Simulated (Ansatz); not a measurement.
`CN([SiH3])[SiH3]` + `[OH][Ge][F]` → `[F][Ge][O][SiH3]` + `CN[SiH3]` at 298.15 K and 1 bar (ligand exchange at the Si–N bond).

Program: Ansatz. Geometries: PBE0-D4/def2-TZVP. ΔE: electronic, gas phase. CBS: MP2 limit from def2 TZ/QZ plus the TZ coupled-cluster correction, frozen cores. For Ge outer-core shells are correlated without core-valence functions, which leaves a few kJ/mol of doubt a bond. Scalar relativity is left out up to krypton. Each species was taken in one conformer, which may not be the lowest.

| species | CCSD(T)/CBS energy (Eh) | H − E (kJ/mol) | S (J/(mol·K)) |
| --- | --- | --- | --- |
| `CN([SiH3])[SiH3]` | -676.35037 | 270.4 | 355.3 |
| `[OH][Ge][F]` | -2251.74560 | 53.1 | 280.4 |
| `[F][Ge][O][SiH3]` | -2542.06230 | 101.1 | 344.8 |
| `CN[SiH3]` | -386.04948 | 224.3 | 300.3 |

H − E and S are ideal-gas, rigid-rotor, harmonic terms from PBE0-D4/def2-TZVP, for one conformer and one mirror image of each species. 1 Eh = 2625.50 kJ/mol, R = 8.31446 J/(mol·K).

**Question.** By hand: ΔE, ΔH, ΔS and ΔG.

**Answer.** ΔE = (-2542.06230) + (-386.04948) − (-676.35037) − (-2251.74560) = -0.01581 Eh = -41.5 kJ/mol. Δ(H − E) = 101.1 + 224.3 − 270.4 − 53.1 = 1.9, so ΔH = -39.6 kJ/mol. ΔS = 344.8 + 300.3 − 355.3 − 280.4 = 9.4 J/(mol·K). ΔG = -39.6 − 298.15 × (9.4)/1000 = -42.4 kJ/mol.

**Question.** By hand: the equilibrium constant, and the temperature at which ΔG would vanish if ΔH and ΔS stayed fixed.

**Answer.** log₁₀ K = −ΔG/(RT ln 10) = 7.4. ΔH and −TΔS have one sign here, so there is no such temperature.

The number of gas molecules stays the same, so ΔS is small and ΔH decides. A doubt of 5 kJ/mol in ΔE shifts log₁₀ K by 0.9 here. Other conformers and mirror images would add mixing entropy, several J/(mol·K) or more a flexible species. These are equilibria of isolated gas molecules and say nothing of rates. Largest T1 diagnostic: 0.015 (customary marks: 0.02 for closed shells, 0.045 for open ones).

ΔS is within the doubt of such terms, so its sign, and with it that verdict, could turn.
